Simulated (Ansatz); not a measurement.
Reaction (ligand exchange at a B–S bond): `COB(S)Br` + HBr → `COB(Br)Br` + H₂S

Gas-phase electronic energies from Ansatz, PBE0-D4/def2-TZVP geometries. CCSD(T)/CBS is the MP2 limit (def2-TZVPP, def2-QZVPP) plus CCSD(T) − MP2 in def2-TZVPP, frozen cores. This one scheme is used for every species. Functionals use def2-TZVPP. B3LYP here is the variant with VWN-RPA as its local correlation; programs differ in this. For Br outer-core shells are correlated without core-valence functions, which leaves a few kJ/mol of doubt a bond. Scalar relativity is left out up to krypton. Each species was taken in one conformer, which may not be the lowest.

```tsv
level	ΔE (kcal/mol)
B3LYP	-1.7
MP2/def2-SVP	-0.7
```

What does CCSD(T)/CBS give? (Estimate.)

Computed: -1.9 kcal/mol. The listed levels differ from it by 0.2, 1.2 kcal/mol.

Largest T1 diagnostic among the species: 0.011.

Leaving LDA and LC-ωPBE aside and taking each functional with its dispersion term where it has one, the values, not all of them listed here, spread over 1.2 kcal/mol, from B2PLYP to revPBE-D4. At CCSD(T), def2-SVP lies +1.7 kcal/mol from the extrapolated value and def2-TZVPP +0.4 kcal/mol.
